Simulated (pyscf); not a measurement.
## Hydrogen abstraction: :N–F (SMILES [N]F) [triplet] + GeH₄ (SMILES [GeH4]) → •HN–F (SMILES [NH]F) + GeH₃• (SMILES [GeH3])

Gas phase, triplet surface, charge 0. Bonds broken: Ge3–H4. Bonds formed: N1–H4. Single points on ωB97X-D3(BJ)/def2-SVP structures (PySCF, gas phase). MP2 and CC: frozen core, UHF for open shells. ΔMP2 is the change of the MP2 total energy from the triple- to the quadruple-zeta basis.

Transition state (Å):

```xyz
7

N     -0.2182    -1.1403    -1.3285
F      0.8666    -0.7271    -1.9766
Ge     0.1253     0.8789     0.9405
H     -0.2060    -0.3550    -0.3132
H      1.5397     0.6252     1.4870
H      0.0553     2.2620     0.2727
H     -0.9120     0.7767     2.0707
```

One imaginary mode, 1724i cm⁻¹; descent along it reached the two sides named.

```json
[
 {"bond": "Ge3–H4", "change": "breaks", "reactant side (Å)": "1.535", "saddle": "1.790", "product side": "2.9"},
 {"bond": "N1–H4", "change": "forms", "reactant side (Å)": "3.1", "saddle": "1.284", "product side": "1.044"}
]
```

Electronic energies relative to the separated reactants (kJ/mol):

```json
[
 {"level": "ωB97X-D3(BJ)/def2-TZVP", "barrier": "74.9", "reaction energy": "+51.5"},
 {"level": "PBE/def2-TZVP", "barrier": "32.1", "reaction energy": "+28.3"},
 {"level": "r²SCAN/def2-TZVP", "barrier": "49.7", "reaction energy": "+40.7"},
 {"level": "B3LYP-D3(BJ)/def2-TZVP", "barrier": "55.8", "reaction energy": "+38.8"},
 {"level": "PBE0-D3(BJ)/def2-TZVP", "barrier": "55.4", "reaction energy": "+37.9"},
 {"level": "M06-2X/def2-TZVP", "barrier": "67.2", "reaction energy": "+31.6"},
 {"level": "ωB97M-D3(BJ)/def2-TZVP", "barrier": "73.1", "reaction energy": "+38.8"},
 {"level": "HF/def2-TZVP", "barrier": "158.9", "reaction energy": "+86.8"},
 {"level": "MP2/def2-QZVPP", "barrier": "89.8", "reaction energy": "+39.1"},
 {"level": "CCSD/def2-TZVPP", "barrier": "94.6", "reaction energy": "+51.2"},
 {"level": "CCSD(T)/def2-TZVPP", "barrier": "85.7", "reaction energy": "+49.1"},
 {"level": "CCSD(T)/def2-TZVPP + ΔMP2(QZVPP)", "barrier": "82.4", "reaction energy": "+45.1"}
]
```

With CCSD(T)/def2-TZVPP + ΔMP2(QZVPP) energies and thermal terms (ideal gas, 1 atm, RRHO with modes under 100 cm⁻¹ raised to 100, one conformer, R ln 2 for rigid chiral ones), in kJ/mol:

| T (K) | ΔH‡ | ΔG‡ | ΔH | ΔG |
|---|---|---|---|---|
| 298 | 75.1 | 104.3 | +48.9 | +39.9 |
| 600 | 77.7 | 132.8 | +48.4 | +30.8 |
| 900 | 80.4 | 159.7 | +47.0 | +22.3 |
| 1200 | 82.7 | 185.8 | +45.2 | +14.3 |

•HN–F + GeH₃• also meet on a surface of lower spin, which isn't treated here. One saddle was located; it need not be the lowest between these sides. The angle at the transferred H is 168°. The CCSD(T) − MP2 part came from Ansatz, without density fitting, on the same reference. The frozen core leaves the outer d or s,p core shells of the metals and heavy elements correlated in the MP2 and CC values, and def2-TZVPP describes them poorly, which can shift differences by a few kcal/mol. Elements up to Kr have no core potential and no relativistic terms here.
